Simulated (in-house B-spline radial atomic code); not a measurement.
A fraction x of an electron is removed from 4d in Ru VI (Ru5+), starting from [Kr] 4d3 and keeping the highest spin. Level of theory: scalar-relativistic (X2C) B3LYP, spin-polarised, spherical fractional occupations, Fermi nucleus of rms radius 4.4809 fm; calculated with a radial B-spline atomic code at the basis-set limit.

Caution: exact exchange at fractional occupations of open shells leaves self-interaction of up to several eV.

| x | E(x) - E(0) (eV) | 4d up level (eV) |
| --- | --- | --- |
| 0 | 0.0000 | -69.148 |
| 0.02 | 1.3860 | -69.454 |
| 0.14 | 9.8308 | -71.295 |
| 0.35 | 25.1432 | -74.543 |
| 0.48 | 34.9655 | -76.571 |
| 0.5 | 36.5000 | -76.885 |
| 0.51 | 37.2696 | -77.041 |
| 0.68 | 50.5938 | -79.717 |
| 0.78 | 58.6446 | -81.301 |
| 0.91 | 69.3482 | -83.371 |
| 1 | 76.9164 | -84.812 |

The exact functional would give a straight line between the two integer points. Deviations E(x) - E(0) - x[E(1) - E(0)], in eV: -0.152 at x = 0.02, -0.937 at x = 0.14, -1.778 at x = 0.35, -1.954 at x = 0.48, -1.958 at x = 0.5, -1.958 at x = 0.51, -1.709 at x = 0.68, -1.35 at x = 0.78, -0.646 at x = 0.91.

The curve lies below the straight line by up to 1.958 eV (at x = 0.5): convex, the delocalisation error, to which spherically averaged exact exchange adds.

(1) How well does Slater's transition state (minus the level at half occupation) give the ionisation energy?

## Answers

(1) It gives 76.885 eV against 76.916 eV from the two total energies; NIST lists 76.00 eV, ground level to ground level. The end point has an open shell averaged over its orbitals, so its exact exchange keeps a self-interaction and this is no true integer point.
